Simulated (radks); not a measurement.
Q: The titanium ion Ti3+, 19 electrons, occupied as [Ar] 3d1 (the NIST ground configuration). Method: scalar-relativistic Kohn-Sham, PW91, spin-polarised, spherical densities, point nucleus; open shells are filled with parallel spins first; computed with a radial shooting solver on a logarithmic mesh with Libxc functionals. Some entries of the table are withheld. Estimate them.

orbital  occ.  eigenvalue (hartree)  <1/r> (bohr^-1)  r(max) (bohr)
1s down     1             -180.2108            21.80        0.04555
1s up       1             -180.2105            21.80        0.04555
2s up       1             -20.99388            4.545         0.2689
2s down     1             -20.98031            4.548         0.2688
2p up       3             -17.59051            4.449         0.2195
2p down     3             -17.58002            4.452         0.2194
3s up       1              -3.51389            1.417         0.8646
3s down     1              -3.47273            1.416         0.8645
3p up       3                   (1)              (2)         0.8929
3p down     3                   (3)              (4)         0.8929
3d up       1              -1.29661            1.016         0.9225
3d down     0              -1.25842            1.011         0.9242
4s up       0              -0.99021           0.5074          2.403
4s down     0              -0.96248           0.5146          2.400
4p up       0                   (5)           0.4499          2.727

A: 
(1) 3p up eigenvalue (hartree): -2.62841
(2) 3p up <1/r> (bohr^-1): 1.296
(3) 3p down eigenvalue (hartree): -2.58785
(4) 3p down <1/r> (bohr^-1): 1.294
(5) 4p up eigenvalue (hartree): -0.78750
